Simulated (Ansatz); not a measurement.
**One elementary step**

Start structure (Si$_{2}$H$_{5}$Cl$_{3}$F$_{2}$, singlet), relaxed at PBE0-D4/def2-TZVP:

```
atom    x (Å)    y (Å)    z (Å)
 Si1  -0.8909   0.7894  -0.6444
 Si2   0.1389  -1.1432  -1.4839
 Cl3  -1.9346   1.7596  -2.1064
 Cl4  -2.1508   0.4668   0.9230
 Cl5   0.5287   2.1703   0.0187
  H6   0.8235  -0.6114   2.0814
  F7   0.7039  -1.3040   1.4621
  H8   0.8269   1.4749   2.0293
  F9   0.9724   0.9180   2.7703
 H10  -0.5181  -2.3336  -0.9007
 H11  -0.0890  -1.0995  -2.9522
 H12   1.5892  -1.0875  -1.1973
```

The step: Si₂H₃Cl₃ ([SiH3][Si]([Cl])([Cl])[Cl]) + HF + HF → Si₂H₂Cl₃F ([F][SiH2][Si]([Cl])([Cl])[Cl]) + HF + H₂; bonds formed: Si2–F7, H6–F9, H8–H12; bonds broken: Si2–H12, H6–F7, H8–F9. Computed with Ansatz 0.2.0 (basis: def2-TZVPP and def2-QZVPP); correlated methods freeze the cores. Extrapolation: Hartree–Fock as exp(−7.88 √X), correlation as X^−2.97. Energies below are by CCSD(T) at an estimated basis limit (MP2 extrapolated from triple and quadruple zeta, plus CCSD(T) − MP2 in triple zeta).

(1) What are the electronic barrier and the energy of the step, from the start structure to the end structure? (An estimate is asked for; the value comes from the calculation.)

T1 diagnostic: at most 0.012.

Answers

(1) The calculation gives: Barrier 38.80 kcal/mol; step energy -17.14 kcal/mol (downhill); reverse barrier, their difference, 55.93 kcal/mol. Barrier and step energy count from the start structure, the reverse barrier from the end structure.

The saddle point: One imaginary mode of 1107i cm⁻¹.
```
   pair  start (Å)  saddle (Å)  end (Å)
 Si2–F7       3.00        1.91     1.62
  H6–F9       1.68        1.09     0.93
 H8–H12       4.19        0.94     0.75
Si2–H12       1.48        1.66     3.75
  H6–F7       0.94        1.19     1.81
  H8–F9       0.94        1.22     2.72
```

Zero-point energy (harmonic, PBE0-D4): ZPE is 34.44 kcal/mol at the start and 32.47 kcal/mol at the saddle, so the barrier goes from 38.80 to 36.82 kcal/mol.

Labels in which every atom is bracketed show which atoms are joined, not bond orders.

For scale, one of the runs: CCSD(T)/def2-TZVPP, 342 basis functions, launched by `ansatz run in.yaml --threads 2 --pin off --events-out ev --progress --plain --max-ram 20480MiB --backend cuda --devices 0, --max-vram 18GiB`. Time: 15 s of wall clock on 2 CPU threads of an AMD EPYC 7R13 and a share of one NVIDIA H100; the host was shared. Peak host memory: 0.82 GiB.
